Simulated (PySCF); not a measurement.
C5H7N, SMILES C#CC/C=N/C.

Geometry: PBE0-D3(BJ)/def2-SVP. The structure was generated by enumeration; whether it is a known compound was not checked. The values are those of a single conformer.

Level of theory: PBE0-D3(BJ)/def2-SVP run with PySCF 2.14.0.

Harmonic, unscaled wavenumbers; measured fundamentals usually lie a few per cent lower.

Question: Estimate the vibrational spectrum. (An estimate is asked for; the answer gives what the named calculation found.)

Answer: 
```
mode  ν (cm⁻¹)  IR (km/mol)  moving atoms (share of kinetic energy)
----  --------  -----------  --------------------------------------
1           66          1.0                   C 58 %, H 33 %, N 9 %
2          136          3.3                          C 52 %, H 41 %
3          224         10.0                          H 65 %, N 29 %
4          279          1.4                  C 51 %, H 38 %, N 12 %
5          307          8.1                  C 56 %, H 25 %, N 19 %
6          347         10.7                          C 67 %, H 32 %
7          475          1.2                  C 71 %, H 17 %, N 12 %
8          562         13.7                  C 63 %, H 26 %, N 11 %
9          691         41.8                          H 78 %, C 22 %
10         709         36.3                          H 77 %, C 23 %
11         831          1.3                          H 64 %, C 33 %
12         974          0.9                          C 64 %, H 34 %
13        1001          3.3                          C 50 %, H 50 %
14        1060         15.1                  C 46 %, H 39 %, N 15 %
15        1104         12.0                  C 52 %, H 33 %, N 15 %
16        1132          0.3                  H 67 %, C 22 %, N 11 %
17        1159          6.5                   H 68 %, C 23 %, N 9 %
18        1212          3.8                   H 72 %, C 20 %, N 9 %
19        1291          3.6                          H 62 %, C 37 %
20        1385         12.2                  H 67 %, C 22 %, N 11 %
21        1417          9.8                          H 90 %, C 10 %
22        1418          2.6                          H 85 %, C 15 %
23        1451          5.4                                  H 97 %
24        1470         23.8                                  H 92 %
25        1819         79.9                          C 54 %, N 43 %
26        2251          5.4                           C 91 %, H 9 %
27        2995         54.2                                  H 96 %
28        3013         50.6                                  H 92 %
29        3045          4.1                                  H 94 %
30        3107         21.4                           H 91 %, C 9 %
31        3127          0.6                           H 91 %, C 9 %
32        3132          9.6                           H 91 %, C 9 %
33        3491         79.0                          H 85 %, C 15 %
```
